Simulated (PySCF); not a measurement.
# C$_{9}$H$_{10}$: calculation and literature

Geometry:
| atom | x (Å) | y (Å) | z (Å) |
| --- | --- | --- | --- |
| C1 | 3.253 | -0.521 | -0.343 |
| C2 | 2.300 | 0.354 | -0.019 |
| C3 | 1.284 | 0.161 | 1.065 |
| C4 | -0.140 | 0.178 | 0.557 |
| C5 | -0.517 | -0.628 | -0.524 |
| C6 | -1.830 | -0.633 | -0.987 |
| C7 | -2.791 | 0.174 | -0.379 |
| C8 | -2.427 | 0.984 | 0.695 |
| C9 | -1.111 | 0.985 | 1.156 |
| H10 | 3.964 | -0.320 | -1.149 |
| H11 | 3.360 | -1.471 | 0.191 |
| H12 | 2.218 | 1.291 | -0.584 |
| H13 | 1.481 | -0.792 | 1.585 |
| H14 | 1.397 | 0.957 | 1.820 |
| H15 | 0.237 | -1.254 | -1.010 |
| H16 | -2.105 | -1.269 | -1.832 |
| H17 | -3.821 | 0.173 | -0.743 |
| H18 | -3.172 | 1.623 | 1.177 |
| H19 | -0.832 | 1.625 | 1.998 |

[PySCF: shieldings: GIAO B3LYP/pcSseg-1; geometry: PBE0-D3(BJ)/def2-SVP; one computed conformer; relativity neglected; equivalent nuclei averaged; no solvent]

Reference values: measured (solution, not stated per compound (mostly CDCl3 or CCl4); Pretsch, Buehlmann, Badertscher, Structure Determination of Organic Compounds, 4th ed. (2009)).
```tsv
atoms	quantity	reference	computed
H12	δ $^{1}$H	5.89	5.95
H11	δ $^{1}$H	5.01	5.38
H10	δ $^{1}$H	5.00	5.25
```

Computed shifts are σ(ref) − σ with the named reference compound (TMS for H and C) calculated as an isolated molecule at the same level.

Problem. How far are the unscaled $^{1}$H shifts from the references?

Solution. Mean signed difference +0.23 ppm, mean absolute 0.23 ppm over 3 comparisons; the largest is +0.37 ppm at H11 (hydrogen on a terminal =CH2 carbon).
